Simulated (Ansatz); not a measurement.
Total energies of C₂H₆Cl₂Ge, SMILES `[CH3][Ge]([CH3])([Cl])[Cl]`.

Cartesian coordinates in Å:
```
C -0.7228 -1.4605 0.4995
Ge 0.5181 -0.1718 -0.2344
C 0.0163 1.6948 -0.1796
Cl 2.3959 -0.3876 0.8068
Cl 0.8884 -0.7017 -2.2933
H -0.8910 -1.2477 1.5560
H -1.6697 -1.4065 -0.0394
H -0.3057 -2.4616 0.3955
H 0.8107 2.2944 -0.6227
H -0.1347 2.0043 0.8554
H -0.9054 1.8439 -0.7437
```

The species carries charge 0 and has multiplicity 1. Correlated methods include outer-core shells of Ge, which these sets cover unevenly. Scalar relativity is left out up to krypton. Geometry: relaxed with PBE0-D4/def2-TZVP. Basis def2-TZVPP, Ansatz 0.2.0.

RPA on PBE orbitals: Hartree–Fock energy of these orbitals -3073.70644 Eh, correlation -1.60808 Eh (frozen core).

```
             functional  energy without D4 (Eh)  D4 term (kJ/mol)
            LDA (SPW92)             -3070.50408                 –
                    PBE             -3076.59426             -28.4
                 revPBE             -3077.04536             -74.5
                 r2SCAN             -3077.28734              -7.1
                 B97M-V             -3076.78371                 –
                   PBE0             -3076.74200             -24.5
                  B3LYP             -3077.48341             -45.9
                r2SCANh             -3077.27476              -7.6
                r2SCAN0             -3077.25737              -8.5
HSE06 (plane-wave form)             -3076.72207             -23.1
              CAM-B3LYP             -3077.50317             -25.3
                LC-ωPBE             -3076.83509                 –
                ωB97X-V             -3077.05871                 –
                ωB97M-V             -3077.19497                 –
```

(1) Give the same for BLYP, BHLYP, B2PLYP, PBE-QIDH. (Estimate.)

B3LYP takes the VWN-RPA correlation (the form of Gaussian; ORCA's B3LYP/G). HSE06 is the plane-wave form, built on full-range PBE exchange. The double hybrids freeze the cores in their second-order part.

## Answers

(1) Ansatz gave: 
```tsv
functional	energy without D4 (Eh)	D4 term (kJ/mol)
BLYP	-3077.39591	-60.3
BHLYP	-3077.33260	-38.1
B2PLYP	-3076.69953	–
PBE-QIDH	-3076.24352	–
```

LC-ωPBE has ω = 0.4 bohr⁻¹.
